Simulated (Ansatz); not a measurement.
Cost and result up the ladder for the cluster GeCl4 (5 atoms). Charge 0, multiplicity 1. Geometry: PBE-D4/def2-SVP.

```
atom   x (Å)   y (Å)   z (Å)
 Ge1  -1.492  -0.076   0.178
 Cl2   2.390   0.104   1.864
 Cl3   1.091   0.726   0.281
 Cl4  -1.168  -2.052  -0.753
 Cl5  -0.821   1.297  -1.569
```

Ansatz on 4 threads of Arm Neoverse V2 on a shared host. Times are rough, and most runs start from the orbitals of an earlier one. ωB97X-V/def2-TZVP serves as the yardstick here, not as an exact answer. Differences are given only for rows in sets of like size (and for xTB, whose basis is part of the method), since another set adds its own error. Binding counts from free atoms at the same level (Ge triplet, Cl doublet; other spins of the atoms weren't run), without zero-point energy or a counterpoise term.

LC-ωPBE has ω = 0.4 bohr⁻¹. Correlated methods freeze 29 core orbitals; core or outer-core shells of Ge are correlated, in sets that lack core-valence functions. Another isomer (singlet) lies 3.59 eV lower at PBE0-D4/def2-TZVP; other spin states weren't run for this one.

Correlated methods converge slowly with the basis.

| level | functions | binding energy per atom (eV) | difference from ωB97X-V/def2-TZVP (eV) |
| --- | --- | --- | --- |
| PBE-D4/def2-TZVP (with forces) | 196 | 2.38 | 0.23 |
| PBE-D4/def2-SVP | 104 | 2.36 | – |
| CCSD(T)/def2-TZVPP | 216 | 2.02 | -0.12 |
| ωB97X-V/def2-TZVP | 196 | 2.15 | 0.00 |
| PBE0-D4/def2-SVP | 104 | 2.17 | – |
| PBE0-D4/def2-TZVP | 196 | 2.20 | 0.06 |
| LC-ωPBE/def2-TZVP | 196 | 1.99 | -0.16 |
| HF/STO-3G | 54 | 1.59 | – |
| r2SCAN-D4/def2-TZVP | 196 | 2.25 | 0.10 |
| MP2/def2-TZVP | 196 | 2.14 | 0.00 |
| CAM-B3LYP-D4/def2-TZVP | 196 | 2.09 | -0.06 |

Q: Estimate how long each takes.

A: HF/STO-3G 0.2 s; PBE-D4/def2-SVP 0.91 s; PBE0-D4/def2-SVP 1.4 s; PBE-D4/def2-TZVP (with forces) 2.2 s; LC-ωPBE/def2-TZVP 2.6 s; MP2/def2-TZVP 2.8 s; CAM-B3LYP-D4/def2-TZVP 4 s; PBE0-D4/def2-TZVP 4.1 s; r2SCAN-D4/def2-TZVP 4.3 s; ωB97X-V/def2-TZVP 8 s; CCSD(T)/def2-TZVPP 2.1 min. On shared hardware such times vary by a factor of up to 3.
